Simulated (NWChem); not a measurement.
The numbers come from NWChem runs, not from measurements. System: CBr, charge 0, spin multiplicity 2, at a geometry optimised with UPBE0/def2-SVP. The structure started from a generated list of species. Its SCF solution wasn't tested for a lower state. Level: UBHandHLYP/def2-TZVP.

The NWChem input:

```
start mol
memory heap 200 mb stack 900 mb global 1100 mb
geometry units angstroms nocenter noautoz
  C      0.000000     0.000000     1.550582
  Br     0.000000     0.000000    -0.265814
  symmetry group C2v
end
basis spherical
  * library def2-tzvp
end
dft
  xc bhlyp
  odft
  mult 2
  semidirect memsize 60000000 filesize 0
  iterations 100
end
task dft energy
```

Output (cleaned and shortened):

```
             Northwest Computational Chemistry Package (NWChem) 7.3.0
             --------------------------------------------------------

                                NWChem Input Module
                                -------------------

 Scaling coordinates for geometry "geometry" by  1.889725989
 (inverse scale =  0.529177249)

 Turning off AUTOSYM since
 SYMMETRY directive was detected!

                             Geometry "geometry" -> ""
                             -------------------------

 Output coordinates in angstroms (scale by  1.889725989 to convert to a.u.)

  No.       Tag          Charge          X              Y              Z
 ---- ---------------- ---------- -------------- -------------- --------------
    1 C                    6.0000     0.00000000     0.00000000     1.55058200
    2 Br                  35.0000     0.00000000     0.00000000    -0.26581400

 Effective nuclear repulsion energy (a.u.)      61.1800633177

            Nuclear Dipole moment (a.u.)
            ----------------------------
        X                 Y               Z
 ---------------- ---------------- ----------------
     0.0000000000     0.0000000000     0.0000037795

      Symmetry information
      --------------------

 Group name             C2v
 Group number             16
 Group order               4
 No. of unique centers     2

      Symmetry unique atoms

     1    2


 Summary of "ao basis" -> "" (spherical)
 ------------------------------------------------------------------------------
       Tag                 Description            Shells   Functions and Types
 ---------------- ------------------------------  ------  ---------------------
 *                         def2-tzvp                  on all atoms

                                 NWChem DFT Module
                                 -----------------

 Summary of "ao basis" -> "ao basis" (spherical)
 ------------------------------------------------------------------------------
       Tag                 Description            Shells   Functions and Types
 ---------------- ------------------------------  ------  ---------------------
 C                         def2-tzvp                11       31   5s3p2d1f
 Br                        def2-tzvp                16       48   6s5p4d1f

 Summary of "ao basis" -> "ao basis" (spherical)
 ------------------------------------------------------------------------------
       Tag                 Description            Shells   Functions and Types
 ---------------- ------------------------------  ------  ---------------------
 C                         def2-tzvp                11       31   5s3p2d1f
 Br                        def2-tzvp                16       48   6s5p4d1f

      Symmetry analysis of basis
      --------------------------

        a1         35
        a2          8
        b1         18
        b2         18

            General Information
            -------------------
          SCF calculation type: DFT
          Wavefunction type:  spin polarized.
          No. of atoms     :     2
          No. of electrons :    41
           Alpha electrons :    21
            Beta electrons :    20
          Charge           :     0
          Spin multiplicity:     2
          Use of symmetry is: on ; symmetry adaption is: on
          Maximum number of iterations: 100
          AO basis - number of functions:    79
                     number of shells:    27
          Convergence on energy requested:  1.00D-06
          Convergence on density requested:  1.00D-05
          Convergence on gradient requested:  5.00D-04

              XC Information
              --------------
                        BHLYP Method XC Functional
                     Hartree-Fock (Exact) Exchange  0.500
                        Slater Exchange Functional  0.500 local
                    Becke 1988 Exchange Functional  0.500 non-local
              Lee-Yang-Parr Correlation Functional  1.000

             Grid Information
             ----------------
          Grid used for XC integration:  medium
          Radial quadrature: Mura-Knowles
          Angular quadrature: Lebedev.
          Tag              B.-S. Rad. Rad. Pts. Rad. Cut. Ang. Pts.
          ---              ---------- --------- --------- ---------
          C                   0.70       49           8.0       434
          Br                  1.15      112           8.0       590
          Grid pruning is: on
          Number of quadrature shells:   161
          Spatial weights used:  Erf1

          Convergence Information
          -----------------------
          Convergence aids based upon iterative change in
          total energy or number of iterations.
          Levelshifting, if invoked, occurs when the
          HOMO/LUMO gap drops below (HL_TOL):  1.00D-02
          DIIS, if invoked, will attempt to extrapolate
          using up to (NFOCK): 10 stored Fock matrices.

                    Damping( 0%)  Levelshifting(0.5)       DIIS
                  --------------- ------------------- ---------------
          dE  on:    start            ASAP                start
          dE off:    2 iters        100 iters           100 iters

      Screening Tolerance Information
      -------------------------------
          Density screening/tol_rho:  1.00D-10
          AO Gaussian exp screening on grid/accAOfunc:  14
          CD Gaussian exp screening on grid/accCDfunc:  20
          XC Gaussian exp screening on grid/accXCfunc:  20
          Schwarz screening/accCoul:  1.00D-08

      Superposition of Atomic Density Guess
      -------------------------------------
[...]
   Bfn.  Coefficient  Atom+Function         Bfn.  Coefficient  Atom+Function
  ----- ------------  ---------------      ----- ------------  ---------------
    49      0.362449  2 Br pz                 8     -0.286993  1 C  pz
     5     -0.282633  1 C  s                  4     -0.274206  1 C  s
    43     -0.250647  2 Br pz                11     -0.232240  1 C  pz
    46      0.227419  2 Br pz                 3     -0.208425  1 C  s
    52      0.191306  2 Br pz                 2      0.115467  1 C  s

 Vector   21  Occ=1.000000D+00  E=-2.903835D-01  Symmetry=b1
              MO Center=  1.2D-15,  2.8D-16,  8.3D-01, r^2= 2.2D+00
   Bfn.  Coefficient  Atom+Function         Bfn.  Coefficient  Atom+Function
  ----- ------------  ---------------      ----- ------------  ---------------
     6      0.412475  1 C  px                 9      0.380258  1 C  px
    47     -0.340415  2 Br px                50     -0.270881  2 Br px
    12      0.258912  1 C  px                41      0.224286  2 Br px
    44     -0.212793  2 Br px                38     -0.067916  2 Br px
    71     -0.049912  2 Br d  1              56      0.033699  2 Br d  1

 Vector   22  Occ=0.000000D+00  E=-8.051820D-02  Symmetry=b2
              MO Center= -4.5D-16, -2.5D-15,  1.2D+00, r^2= 2.2D+00
   Bfn.  Coefficient  Atom+Function         Bfn.  Coefficient  Atom+Function
  ----- ------------  ---------------      ----- ------------  ---------------
    13      0.437705  1 C  py                 7      0.387159  1 C  py
    10      0.360992  1 C  py                51     -0.283371  2 Br py
    48     -0.215345  2 Br py                42      0.145734  2 Br py
    45     -0.141757  2 Br py                69      0.079737  2 Br d -1
    54     -0.045222  2 Br d -1              39     -0.044027  2 Br py

 Vector   23  Occ=0.000000D+00  E= 5.324216D-02  Symmetry=a1
              MO Center= -3.8D-16,  1.2D-15,  1.3D-01, r^2= 3.9D+00
   Bfn.  Coefficient  Atom+Function         Bfn.  Coefficient  Atom+Function
  ----- ------------  ---------------      ----- ------------  ---------------
    52      0.933908  2 Br pz                37      0.749251  2 Br s
    14      0.577837  1 C  pz                 4     -0.537434  1 C  s
    11      0.310608  1 C  pz                 8      0.305151  1 C  pz
     5     -0.256685  1 C  s                 46      0.166529  2 Br pz
    70     -0.161810  2 Br d  0              49      0.156981  2 Br pz

 Vector   24  Occ=0.000000D+00  E= 1.431330D-01  Symmetry=a1
              MO Center=  2.1D-15,  4.6D-15,  1.4D-01, r^2= 5.1D+00
   Bfn.  Coefficient  Atom+Function         Bfn.  Coefficient  Atom+Function
  ----- ------------  ---------------      ----- ------------  ---------------
     5      2.845419  1 C  s                 37     -1.868108  2 Br s
    14     -1.309785  1 C  pz                52     -1.288993  2 Br pz
     4     -0.909080  1 C  s                 70     -0.472125  2 Br d  0
    11     -0.197403  1 C  pz                22      0.174932  1 C  d  0
    34      0.108027  2 Br s                 35      0.099022  2 Br s

                     DFT Final Beta Molecular Orbital Analysis
                     -----------------------------------------

 Vector   18  Occ=1.000000D+00  E=-4.157437D-01  Symmetry=b2
              MO Center= -2.2D-16, -3.0D-15, -3.1D-02, r^2= 1.6D+00
   Bfn.  Coefficient  Atom+Function         Bfn.  Coefficient  Atom+Function
  ----- ------------  ---------------      ----- ------------  ---------------
    48      0.502074  2 Br py                42     -0.340782  2 Br py
    45      0.308854  2 Br py                51      0.261398  2 Br py
     7      0.117641  1 C  py                10      0.112454  1 C  py
    39      0.103764  2 Br py                13      0.047647  1 C  py
    21     -0.028262  1 C  d -1

 Vector   19  Occ=1.000000D+00  E=-4.020006D-01  Symmetry=b1
              MO Center= -6.0D-15, -4.5D-16, -8.5D-02, r^2= 1.6D+00
   Bfn.  Coefficient  Atom+Function         Bfn.  Coefficient  Atom+Function
  ----- ------------  ---------------      ----- ------------  ---------------
    47      0.508333  2 Br px                41     -0.346758  2 Br px
    44      0.316003  2 Br px                50      0.273911  2 Br px
    38      0.105533  2 Br px                 6      0.096867  1 C  px
     9      0.088098  1 C  px                12      0.038875  1 C  px

 Vector   20  Occ=1.000000D+00  E=-3.808487D-01  Symmetry=a1
              MO Center=  4.6D-15,  1.6D-15,  1.2D+00, r^2= 2.2D+00
   Bfn.  Coefficient  Atom+Function         Bfn.  Coefficient  Atom+Function
  ----- ------------  ---------------      ----- ------------  ---------------
    49      0.340784  2 Br pz                 5     -0.319019  1 C  s
     4     -0.301721  1 C  s                  8     -0.279323  1 C  pz
    43     -0.230819  2 Br pz                 3     -0.226929  1 C  s
    11     -0.220862  1 C  pz                46      0.210767  2 Br pz
    52      0.188172  2 Br pz                 2      0.129825  1 C  s

 Vector   21  Occ=0.000000D+00  E=-6.602452D-02  Symmetry=b2
              MO Center= -4.1D-16,  3.8D-16,  1.2D+00, r^2= 2.2D+00
   Bfn.  Coefficient  Atom+Function         Bfn.  Coefficient  Atom+Function
  ----- ------------  ---------------      ----- ------------  ---------------
    13      0.469646  1 C  py                 7      0.380777  1 C  py
    10      0.345553  1 C  py                51     -0.284309  2 Br py
    48     -0.201908  2 Br py                42      0.137786  2 Br py
    45     -0.135293  2 Br py                69      0.084836  2 Br d -1
    54     -0.046673  2 Br d -1              39     -0.041595  2 Br py

 Vector   22  Occ=0.000000D+00  E=-2.543456D-02  Symmetry=b1
              MO Center= -1.6D-12, -3.0D-15,  1.2D+00, r^2= 2.3D+00
   Bfn.  Coefficient  Atom+Function         Bfn.  Coefficient  Atom+Function
  ----- ------------  ---------------      ----- ------------  ---------------
    12      0.542674  1 C  px                 6      0.364916  1 C  px
     9      0.305015  1 C  px                50     -0.294092  2 Br px
    47     -0.173777  2 Br px                41      0.122209  2 Br px
    44     -0.122816  2 Br px                71     -0.097054  2 Br d  1
    56      0.049874  2 Br d  1              66     -0.038741  2 Br d  1

 Vector   23  Occ=0.000000D+00  E= 6.445750D-02  Symmetry=a1
              MO Center=  2.1D-14, -8.0D-16,  5.7D-02, r^2= 3.9D+00
   Bfn.  Coefficient  Atom+Function         Bfn.  Coefficient  Atom+Function
  ----- ------------  ---------------      ----- ------------  ---------------
    52      1.000787  2 Br pz                37      0.815748  2 Br s
    14      0.620577  1 C  pz                 4     -0.541795  1 C  s
     5     -0.343798  1 C  s                 11      0.303747  1 C  pz
     8      0.295435  1 C  pz                70     -0.160741  2 Br d  0
    46      0.156105  2 Br pz                43     -0.139019  2 Br pz

   alpha - beta orbital overlaps
   -----------------------------

   alpha      1      2      3      4      5      6      7      8      9     10
    beta      1      2      3      4      5      6      7      8      9     10
 overlap   1.000  1.000  1.000  1.000  1.000  1.000  1.000  1.000  1.000  1.000

   alpha     11     12     13     14     15     16     17     18     19     20
    beta     11     12     13     14     15     16     17     19     18     20
 overlap   0.999  1.000  1.000  1.000  0.999  0.998  0.993  0.951  1.000  0.995

   alpha     21     22     23     24     25     26     27     28     29     30
    beta     22     21     23     24     27     25     26     28     32     31
 overlap   0.932  0.999  0.999  0.999  0.951  0.999  0.999  0.998  0.926  0.999

   alpha     31     32     33     34     35     36     37     38     39     40
    beta     29     30     34     33     35     37     36     38     41     39
 overlap   1.000  0.999  0.983  1.000  0.999  1.000  0.995  0.979  1.000  1.000

   alpha     41     42     43     44     45     46     47     48     49     50
    beta     40     43     44     42     46     45     49     47     48     51
 overlap   0.978  0.998  0.981  1.000  1.000  0.998  0.978  0.999  1.000  1.000

   alpha     51     52     53     54     55     56     57     58     59     60
    beta     50     53     52     54     55     56     57     58     59     60
 overlap   1.000  1.000  0.984  0.984  1.000  0.998  1.000  0.999  1.000  0.999

   alpha     61     62     63     64     65     66     67     68     69     70
    beta     62     61     63     64     66     65     68     67     69     71
 overlap   1.000  1.000  0.999  0.998  0.999  1.000  0.999  0.992  0.993  0.999

   alpha     71     72     73     74     75     76     77     78     79
    beta     70     72     74     73     75     76     77     78     79
 overlap   1.000  1.000  1.000  1.000  1.000  1.000  1.000  1.000  1.000

     --------------------------
     Expectation value of S2:
     --------------------------
      <S2> =      0.7570 (Exact =     0.7500)

 center of mass
 --------------
 x =   0.00000000 y =   0.00000000 z =  -0.05419272

 moments of inertia (a.u.)
 ------------------
         122.925778604489           0.000000000000           0.000000000000
           0.000000000000         122.925778604489           0.000000000000
           0.000000000000           0.000000000000           0.000000000000

     Multipole analysis of the density
     ---------------------------------

     L   x y z        total         alpha         beta         nuclear
     -   - - -        -----         -----         ----         -------
     0   0 0 0     -0.000000    -21.000000    -20.000000     41.000000

     1   1 0 0      0.000000     -0.000000      0.000000      0.000000
     1   0 1 0     -0.000000     -0.000000      0.000000      0.000000
     1   0 0 1     -0.530091     -1.489508      0.959413      0.000004

     2   2 0 0    -18.538655    -10.354073     -8.184582      0.000000
     2   1 1 0     -0.000000      0.000000     -0.000000      0.000000
     2   1 0 1     -0.000000      0.000000     -0.000000      0.000000
     2   0 2 0    -17.146561     -8.855932     -8.290629      0.000000
     2   0 1 1     -0.000000      0.000000     -0.000000      0.000000
     2   0 0 2    -19.627018    -44.186615    -35.787194     60.346791

 Task  times  cpu:        4.9s     wall:        4.9s

 Total times  cpu:        5.0s     wall:        5.0s
```
